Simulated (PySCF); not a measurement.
Relative stability

The two ends of one reaction step of Si$_{2}$H$_{7}$ClO, closed shell (PBE0-D4/def2-TZVP).

A:

Si1  (-0.725, 0.650, 0.151)
H2  (0.752, 3.582, -2.497)
O3  (-0.546, -0.956, 0.041)
Si4  (0.155, -2.288, 0.701)
H5  (-1.050, 1.189, -1.183)
H6  (-1.753, 0.986, 1.160)
H7  (1.015, 3.292, -1.862)
Cl8  (1.032, 1.515, 0.770)
H9  (-0.055, -2.296, 2.171)
H10  (1.609, -2.290, 0.407)
H11  (-0.487, -3.477, 0.093)
(Å)

B:

Si1  (-1.082, 0.894, -0.748)
H2  (-0.052, 1.880, -1.191)
O3  (-0.394, -0.569, -0.573)
Si4  (0.248, -1.702, 0.422)
H5  (-2.132, 0.819, -1.792)
H6  (-1.664, 1.368, 0.533)
H7  (1.575, 1.949, 0.107)
Cl8  (2.152, 1.522, 1.170)
H9  (0.013, -1.332, 1.841)
H10  (1.703, -1.820, 0.163)
H11  (-0.413, -2.999, 0.133)
(Å)

Program: PySCF 2.14 with density fitting (its default auxiliary sets; JK sets also for MP2 and CCSD(T)). Basis: def2-TZVPP. Cores are frozen in the correlated methods. B3LYP uses VWN-RPA correlation.

Problem. Which structure is lower at CCSD(T), and by how much? (Judge from chemistry; the value comes from the calculation.)

Solution. The calculation gives: A, by 0.828 eV (electronic energy, against the other). By their contacts, A is a complex of Si₂H₅ClO ([SiH3][O][SiH2][Cl]) + H₂ and B is a complex of Si₂H₆O ([SiH3][O][SiH3]) + HCl.

All methods give the same order:

| method | E(B) − E(A) (eV) |
| --- | --- |
| SPW92 | 0.774 |
| PBE-D4 | 0.859 |
| r2SCAN-D4 | 0.916 |
| PBE0-D4 | 0.857 |
| B3LYP-D4 | 0.848 |
| BHLYP-D4 | 0.845 |
| wB97M-V | 0.877 |
| HF | 0.834 |
| MP2 | 0.921 |
| CCSD | 0.806 |
| CCSD(T) | 0.828 |

The T1 diagnostic stays at or below 0.011.

Labels in which every atom is bracketed show which atoms are joined, not bond orders.

For scale, one of the runs: CCSD(T)/def2-TZVPP, 255 basis functions, launched by `OMP_NUM_THREADS=4 python run.py`. Hardware: 4 CPU threads of an Intel Xeon, shared host. Wall time 35 min; peak host memory 5.4 GiB.
